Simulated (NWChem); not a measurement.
ZnH₂O₂; SMILES [OH][Zn][OH]

```xyz
5

Zn     0.0000     0.0000     0.0907
O     -1.7551     0.1913     0.0130
H     -2.2475    -0.4334     0.5544
O      1.7551    -0.1913     0.0130
H      2.2475     0.4334     0.5544
```
Atoms are numbered in this order, from 1.

All runs use the structure optimised with PBE0/def2-SVP.

**Question.** Give the principal values of the shielding tensors (ppm) of Zn1, O2 from PBE/pcSseg-1, GIAO (NWChem), with their diamagnetic and paramagnetic parts as GIAO splits them.

**Answer.** 
```csv
atom,σ11,σ22,σ33,isotropic,diamagnetic,paramagnetic
Zn1,1030.9,1038.7,2480.7,1516.8,2521.4,-1004.7
O2,322.9,346.2,377.6,348.9,383.7,-34.8
```
